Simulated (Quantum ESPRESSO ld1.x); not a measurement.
Input (ld1.x (Quantum ESPRESSO 7.5)):

```
 &input
    atom='Se',
    iswitch=1,
    rel=1,
    lsd=1,
    dft='SLA-NOC',
    config='[Ar] 3d10 4s2 4p2 4d1 5s0 5p0',
    prefix='ld1',
    max_out_wfc=37,
    file_charge='ld1.rho',
 /
```

Command: `OMP_NUM_THREADS=1 ld1.x < ld1.in > ld1.out`

Standard output:

```
     Program LD1 v.7.5 starts

     --------------------------- All-electron run ----------------------------

     scalar relativistic calculation

     atomic number is 34.00
     dft =SLA-NOC   lsd =1 sic =0 latt =0  beta=0.20 tr2=1.0E-14
     Exchange-correlation= SLA-NOC
                           (   1   0   0   0   0   0   0)
     mesh =2017 r(mesh) =  99.64755 a.u. xmin = -8.00 dx = 0.00800
     1 Ry =  13.60569312 eV, c = 137.03599908

     n l     nl                  e(Ry)          e(Ha)          e(eV)
     1 0     1S 1( 1.00)      -918.4522      -459.2261    -12496.1786
     2 0     2S 1( 1.00)      -118.8827       -59.4414     -1617.4816
     2 1     2P 1( 3.00)      -104.7876       -52.3938     -1425.7073
     3 0     3S 1( 1.00)       -16.5865        -8.2933      -225.6711
     3 1     3P 1( 3.00)       -12.1809        -6.0905      -165.7298
     3 2     3D 1( 5.00)        -4.8840        -2.4420       -66.4498
     4 0     4S 1( 1.00)        -2.2059        -1.1030       -30.0129
     4 1     4P 1( 2.00)        -1.3396        -0.6698       -18.2257
     4 2     4D 1( 1.00)        -0.3705        -0.1853        -5.0415
     5 0     5S 1( 0.00)        -0.4825        -0.2412        -6.5642
     5 1     5P 1( 0.00)        -0.3145        -0.1572        -4.2789
     1 0     1S 2( 1.00)      -918.4426      -459.2213    -12496.0478
     2 0     2S 2( 1.00)      -118.8756       -59.4378     -1617.3856
     2 1     2P 2( 3.00)      -104.7779       -52.3890     -1425.5765
     3 0     3S 2( 1.00)       -16.5717        -8.2858      -225.4691
     3 1     3P 2( 3.00)       -12.1635        -6.0818      -165.4932
     3 2     3D 2( 5.00)        -4.8578        -2.4289       -66.0936
     4 0     4S 2( 1.00)        -1.9989        -0.9995       -27.1971
     4 1     4P 2( 0.00)        -1.1134        -0.5567       -15.1490
     4 2     4D 2( 0.00)        -0.1801        -0.0900        -2.4501
     5 0     5S 2( 0.00)        -0.3185        -0.1592        -4.3332
     5 1     5P 2( 0.00)        -0.1932        -0.0966        -2.6282

     final scf error:  5.9E-15 reached in  34 iterations

     Etot =   -4845.989180 Ry,   -2422.994590 Ha,  -65933.041661 eV
     Total magnetization:    3.00 Bohr mag.

     Ekin =    4947.702072 Ry,    2473.851036 Ha,   67316.916049 eV
     Encl =  -11665.991207 Ry,   -5832.995603 Ha, -158723.896335 eV
     Eh   =    2034.577114 Ry,    1017.288557 Ha,   27681.831852 eV
     Exc  =    -162.277159 Ry,     -81.138580 Ha,   -2207.893228 eV

     normalization and overlap integrals

     s(1S/1S) =  1.000000  <r> =   0.0441  <r2> =    0.0026  r(max) =   0.0289
     s(1S/2S) = -0.005681
     s(1S/3S) = -0.002175
     s(1S/4S) = -0.000725
     s(1S/5S) = -0.000278
     s(2S/2S) =  1.000000  <r> =   0.1963  <r2> =    0.0454  r(max) =   0.1643
     s(2S/3S) = -0.001284
     s(2S/4S) = -0.000417
     s(2S/5S) = -0.000160
     s(2P/2P) =  1.000000  <r> =   0.1713  <r2> =    0.0359  r(max) =   0.1313
     s(2P/3P) = -0.001038
     s(2P/4P) = -0.000288
     s(2P/5P) = -0.000108
     s(3S/3S) =  1.000000  <r> =   0.5755  <r2> =    0.3815  r(max) =   0.5034
     s(3S/4S) = -0.000251
     s(3S/5S) = -0.000095
     s(3P/3P) =  1.000000  <r> =   0.5907  <r2> =    0.4098  r(max) =   0.4994
     s(3P/4P) = -0.000186
     s(3P/5P) = -0.000069
     s(3D/3D) =  1.000000  <r> =   0.6319  <r2> =    0.5000  r(max) =   0.4501
     s(3D/4D) = -0.000074
     s(4S/4S) =  1.000000  <r> =   1.7182  <r2> =    3.3647  r(max) =   1.4824
     s(4S/5S) = -0.000043
     s(4P/4P) =  1.000000  <r> =   2.0540  <r2> =    4.8666  r(max) =   1.7120
     s(4P/5P) = -0.000028
     s(4D/4D) =  1.000000  <r> =   3.7967  <r2> =   17.1155  r(max) =   2.9732
     s(5S/5S) =  1.000000  <r> =   4.6150  <r2> =   23.9931  r(max) =   4.1274
     s(5P/5P) =  1.000000  <r> =   5.7804  <r2> =   37.7245  r(max) =   5.2051
     s(1S/1S) =  1.000000  <r> =   0.0441  <r2> =    0.0026  r(max) =   0.0289
     s(1S/2S) = -0.005681
     s(1S/3S) = -0.002176
     s(1S/4S) = -0.000742
     s(1S/5S) = -0.000242
     s(2S/2S) =  1.000000  <r> =   0.1963  <r2> =    0.0454  r(max) =   0.1643
     s(2S/3S) = -0.001284
     s(2S/4S) = -0.000427
     s(2S/5S) = -0.000139
     s(2P/2P) =  1.000000  <r> =   0.1713  <r2> =    0.0359  r(max) =   0.1313
     s(2P/3P) = -0.001038
     s(2P/4P) = -0.000294
     s(2P/5P) = -0.000081
     s(3S/3S) =  1.000000  <r> =   0.5751  <r2> =    0.3810  r(max) =   0.5034
     s(3S/4S) = -0.000257
     s(3S/5S) = -0.000082
     s(3P/3P) =  1.000000  <r> =   0.5901  <r2> =    0.4086  r(max) =   0.4994
     s(3P/4P) = -0.000190
     s(3P/5P) = -0.000052
     s(3D/3D) =  1.000000  <r> =   0.6280  <r2> =    0.4921  r(max) =   0.4501
     s(3D/4D) = -0.000058
     s(4S/4S) =  1.000000  <r> =   1.6966  <r2> =    3.2861  r(max) =   1.4588
     s(4S/5S) = -0.000038
     s(4P/4P) =  1.000000  <r> =   2.0400  <r2> =    4.8234  r(max) =   1.6848
     s(4P/5P) = -0.000022
     s(4D/4D) =  1.000000  <r> =   4.9925  <r2> =   31.3336  r(max) =   3.3792
     s(5S/5S) =  1.000000  <r> =   5.1423  <r2> =   30.1799  r(max) =   4.4002
     s(5P/5P) =  1.000000  <r> =   7.1384  <r2> =   58.3096  r(max) =   6.0596

     ------------------------ End of All-electron run ------------------------
```

Run on one thread of a shared host, so times are rough (Intel(R) Xeon(R) Processor @ 2.60GHz): 0.89 s of CPU time, 0.93 s wall, 34 iterations on 2017 mesh points.
